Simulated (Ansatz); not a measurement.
The same path of a periodic cell of 17 atoms, Ba16C (host Ba, host structure bcc, interstitial C) was run twice with different band settings. Lost on the way: Ba10–C17. Made: Ba8–C17.

Method: Ansatz 0.2.0, DFT PBE, scalar-relativistic, plane waves, PAW. Settings: cutoff 420 eV, k mesh 2x2x2, gaussian smearing 0.15 eV, no spin polarisation.

Relaxed end points:

```xyz
17
Lattice="10.0400 0.0000 0.0000 0.0000 10.0400 0.0000 0.0000 0.0000 10.0400" Properties=species:S:1:pos:R:3
Ba 0.208 -0.001 0.132
Ba 4.893 -0.002 0.094
Ba -0.098 5.018 -0.113
Ba 0.206 -0.001 4.879
Ba 2.319 2.383 2.507
Ba 5.075 5.018 0.065
Ba 4.894 -0.002 4.920
Ba 7.645 2.421 2.506
Ba -0.099 5.018 5.126
Ba 2.318 7.653 2.507
Ba 2.611 2.619 7.526
Ba 5.077 5.018 4.948
Ba 7.645 7.616 2.506
Ba 7.478 2.431 7.527
Ba 2.610 7.418 7.526
Ba 7.479 7.605 7.527
C 1.279 -0.002 2.506
```

```xyz
17
Lattice="10.0400 0.0000 0.0000 0.0000 10.0400 0.0000 0.0000 0.0000 10.0400" Properties=species:S:1:pos:R:3
Ba 0.001 0.231 0.113
Ba 5.022 -0.111 -0.130
Ba 0.002 4.867 0.109
Ba 0.001 0.227 4.899
Ba 2.400 2.288 2.508
Ba 5.022 5.085 0.082
Ba 5.022 -0.112 5.141
Ba 7.643 2.289 2.507
Ba 0.002 4.867 4.903
Ba 2.403 7.675 2.505
Ba 2.639 2.621 7.525
Ba 5.022 5.087 4.931
Ba 7.640 7.675 2.505
Ba 7.405 2.621 7.525
Ba 2.422 7.466 7.526
Ba 7.621 7.465 7.526
C 0.001 1.267 2.507
```

Common settings: spring 5.0 eV/Å²; optimiser quadratic models (default); force threshold 0.05 eV/Å; end points relaxed.

| run | movable images | climbing image | start path | iteration limit |
| --- | --- | --- | --- | --- |
| 1 | 5 | yes | IDPP | 31 |
| 2 | 6 | from the first iteration | default | 26 |

Problem. What does each run give, and how far can it be trusted?

Solution. Run 1: converged after 8 iterations, highest image 0.000 eV above the first end. The highest image is an end point: on this band no image between the ends rises above it. Inner images lie up to 0.009 eV below the lower end, so the ends aren't the lowest states on this path.
Run 2: converged after 8 iterations, highest image 0.000 eV above the first end. The highest image is an end point: on this band no image between the ends rises above it. Inner images lie up to 0.003 eV below the lower end, so the ends aren't the lowest states on this path.
Limits of this set-up: coarse k mesh.
